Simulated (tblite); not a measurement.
Isomers of C5H3N2S (doublet state). Calculated harmonic vibrations of the isolated species, GFN2-xTB (tblite), most abundant isotopes, no scaling. The method is semi-empirical: single wavenumbers can be off by several per cent or more. One conformer each. Open shells enter through the occupations alone, without spin polarisation, and single modes of such species can be off by tens of per cent.

Electronic energies: GFN2-xTB at the same geometries; isomer energies are rough at this level and their order can be wrong.

```
           SMILES  electronic energy, lowest = 0 (kJ/mol)
  C[N]C(=S)C#CC#N                                   102.5
[CH2]NC(=S)C#CC#N                                   105.8
C#Cc1nsc([CH2])n1                                     0.0
```

How do GFN2-xTB zero-point energies change the relative energies?

```tsv
SMILES	ZPE (kJ/mol)	of it from modes above 1550 cm⁻¹	electronic (kJ/mol)	with ZPE, lowest = 0 (kJ/mol)	lowest mode (cm⁻¹)	rings
C#Cc1nsc([CH2])n1	171.4	80.8	0.0	0.0	117	1
C[N]C(=S)C#CC#N	169.7	90.3	102.5	100.7	8i	0
[CH2]NC(=S)C#CC#N	171.5	84.8	105.8	105.9	63	0
```

The zero-point energies span 1.8 kJ/mol, from `C[N]C(=S)C#CC#N` to `[CH2]NC(=S)C#CC#N`. Slightly imaginary modes are left out of the zero-point energy: `C[N]C(=S)C#CC#N` 7.8i cm⁻¹. The order is unchanged.
